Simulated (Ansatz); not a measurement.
System: sum formula TaOCl, net charge 0, triplet state. This is an excited triplet: at this geometry the singlet lies 0.05 eV lower at RI-MP2/CBS(def2-TZVPPD,def2-QZVPPD)+[CCSD(T)-MP2]/def2-TZVPPD. 
Geometry from a B3LYP-D3(BJ)/def2-TZVP (Ansatz, a program for electronic structure) optimisation:
```
Ta
O 1 1.7138
Cl 1 2.3282 2 117.05
```
Charge 0, spin multiplicity 3.

Total electronic energies in hartree. Cores are frozen in the correlated levels unless marked. Open shells are spin-unrestricted. No spin-orbit coupling. Frozen are the shells of the preceding noble gas and the d and f shells that filled before the atom's block. In def2 rows, elements after Kr have scalar-relativistic effective core potentials. CBS marks a two-point X^-3 extrapolation of the correlation energy; Hartree-Fock from the larger set. [CCSD(T)-MP2]/basis is that difference in the basis named.

```tsv
level	program	energy (Eh)
HF/def2-QZVPPD	Ansatz	-590.89516
RI-HF/def2-TZVPP	Ansatz	-590.87726
r2SCANh-D4/def2-TZVPD	Ansatz + dftd4	-592.48048
wB97X-V/def2-TZVPD	Ansatz	(withheld)
B2GP-PLYP-D3(BJ)/def2-TZVPD	Ansatz + dftd3	(withheld)
MP2/def2-TZVPP	Ansatz	-591.43716
MP2/def2-TZVPPD	Ansatz	-591.44145
RI-MP2/CBS(def2-TZVPP,def2-QZVPP)+[CCSD(T)-MP2]/def2-TZVPP	Ansatz	-591.5592
RI-MP2/CBS(def2-TZVPPD,def2-QZVPPD)+[CCSD(T)-MP2]/def2-TZVPPD	Ansatz	-591.5583
```

Task: Complete the blanks.

Result: 
- wB97X-V/def2-TZVPD, energy (Eh): -592.40108
- B2GP-PLYP-D3(BJ)/def2-TZVPD, energy (Eh): -592.08215
